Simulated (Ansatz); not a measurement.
GeH2MeBr (CH5BrGe), relaxed as a singlet with RKS PBE0-D4/def2-SVP in Ansatz, starting from the GFN2-xTB geometry. Force threshold 0.02 eV/Å.

Start:

```xyz
8

Ge    0.7125   -0.5300   -0.0776
H     1.7119   -0.1931   -1.1604
H     0.4717   -2.0218   -0.0772
C    -0.9307    0.5507   -0.1365
H    -1.4389    0.4274   -1.0889
H    -0.6966    1.6053   -0.0039
H    -1.6118    0.2504    0.6587
Br    1.7819   -0.0890    1.8859
```

Q: Estimate the energy that the relaxation releases and the steps that it takes.

A: 1.1 kcal/mol, in 5 steps; 6.5 s on 4 threads of Arm Neoverse V2 on a shared host. No frequencies were taken in this run, so the end may be a saddle point.

Q: Does the start keep its bonding?

A: By distances, no bond broke or formed. The bond that changes most is Ge1–Br8, from 2.28 to 2.32 Å (atoms count from 1).

Q: Predict the relaxed structure.

A: 
```xyz
8

Ge    0.707   -0.523   -0.077
H     1.699   -0.144   -1.189
H     0.422   -2.033   -0.095
C    -0.916    0.541   -0.135
H    -1.432    0.385   -1.094
H    -0.669    1.607   -0.030
H    -1.587    0.248    0.685
Br    1.776   -0.082    1.936
```
Bond lengths: 1 × Br–Ge 2.32 Å; 1 × C–Ge 1.94 Å; 3 × C–H 1.10 Å; 2 × Ge–H 1.54 Å.
